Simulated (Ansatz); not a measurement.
# Ligand exchange: CH2ClF + Si(CH3)3F → CH2F2 + Si(CH3)3Cl

Species: CH2ClF (chlorofluoromethane) `FCCl`, singlet; Si(CH3)3F (trimethylsilyl fluoride), singlet; CH2F2 (difluoromethane) `FCF`, singlet; Si(CH3)3Cl (chlorotrimethylsilane), singlet. The partners trade Cl for F: C–Cl and Si–F bonds give way to C–F and Si–Cl.

Shapes, held fixed at every level: PBE0-D4/def2-TZVP. Programs: Ansatz 0.2.0. The zero-point and thermal change to 298 K, harmonic and unscaled (PBE0-D4/def2-TZVP), is +2.4 kJ/mol.

| level | kind | ΔH(298 K) (kJ/mol) | less CCSD(T)/CBS estimate | CPU time (sum over the molecules) |
| --- | --- | --- | --- | --- |
| HF/def2-SVP | Hartree–Fock | +3.4 | -31.3 | – |
| SPW92/def2-TZVPP | LDA | +29.4 | -5.3 | 15 s |
| PBE-D4/def2-TZVPP | GGA | +28.2 | -6.5 | 28 s |
| r2SCAN-D4/def2-TZVPP | meta-GGA | +31.0 | -3.7 | 51 s |
| r2SCAN0-D4/def2-TZVPP | global hybrid | +28.8 | -5.9 | 56 s |
| CCSD(T)/def2-TZVPP | coupled cluster or CI | +31.5 | -3.2 | 79 min |
| CCSD/def2-TZVPP | coupled cluster or CI | +31.8 | -2.9 | – |
| CCSD(T)/CBS estimate | coupled cluster or CI | +34.7 | 0.0 | 84 min |

The highest level, CCSD(T)/CBS estimate, gives ΔH(298 K) = +34.7 kJ/mol; the levels span +3.4 to +34.7. The column of differences is taken from that level and isn't an error. No measured value is set beside it here. The CBS estimate extrapolates MP2 from def2-TZVPP and def2-QZVPP and adds CCSD(T) − MP2 in the triple-zeta set, cores frozen. Times are processor times on shared x86 and Arm servers, and rough.
